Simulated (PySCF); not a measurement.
# One molecule, several mistakes: FH2NOSi

All numbers below are calculated, not measured. The program is PySCF 2.14.0, an open-source quantum chemistry code, run on an isolated molecule that a program drew, which may never have been made. The molecule is FH2NOSi (charge 0, singlet), drawn as the SMILES string `N=[Si](O)F`.

Each row is a Hartree-Fock (HF) and frozen-core CCSD(T) single point in the cc-pV(D+d)Z basis, meant for a local HF minimum. Run 1 is clean. Each other run has one planted mistake out of seven kinds, and not every kind appears here: one electron removed, one electron added, multiplicity raised by two, geometry at a saddle point, minimal basis STO-3G, one bond length entered in bohr, all coordinates scaled. The reference is restricted for singlets and unrestricted otherwise, and also for a bond in bohr. Adding or removing an electron swaps singlet and doublet. Electrons count all cores. HOMO and LUMO are orbital energies over both spins, the gradient is its largest component, and the lowest frequency (negative if imaginary) is given only where the gradient is small. Bond lengths are over the 5 bonds as drawn. T1 is the CCSD diagnostic: over 0.02 (restricted) or 0.045 (unrestricted) a single reference is doubtful.

Geometry of the clean run:
```xyz
6
FH2NOSi, angstrom
N    -2.7215   -0.5424    3.6474
Si   -1.7204   -1.4238    2.8675
O    -1.6756   -2.1006    1.4065
F    -0.3476   -1.8647    3.5156
H    -3.6141   -0.1896    3.3734
H    -2.4118   -1.9688    0.8262
```

```
run  electrons  basis functions  <S^2>  HOMO (eV)  LUMO (eV)  gradient (hartree/bohr)  lowest frequency (cm^-1)  mean bond (Å)  longest bond (Å)      T1  HF (hartree)  CCSD(T) (hartree)                          mistake
  1         40               75  0.000     -10.61       3.09                  2.0e-05                       334         1.3363             1.611  0.0146    -518.93124         -519.58980                         no fault
  2         40               75  0.971     -10.03       1.11                  1.8e-02                         -         1.6176             2.987  0.0350    -518.76277         -519.38377  one bond length entered in bohr
  3         40               26  0.000      -6.84       8.45                  4.0e-02                         -         1.3363             1.611  0.0184    -512.31625         -512.50318             minimal basis STO-3G
  4         40               75  0.000     -11.06       3.86                  1.7e-01                         -         1.2027             1.450  0.0113    -518.81978         -519.45237                                ?
```

**Which mistake was planted in run 4, and what did it cost?**

The mean and the longest bond both change by the same factor, 0.900, and the gradient is no longer small. So the mistake is: all coordinates scaled. Subtracting run 1 and multiplying by 627.51 kcal/mol a hartree, the energy moved by 69.9 kcal/mol in HF and 86.2 kcal/mol in CCSD(T).

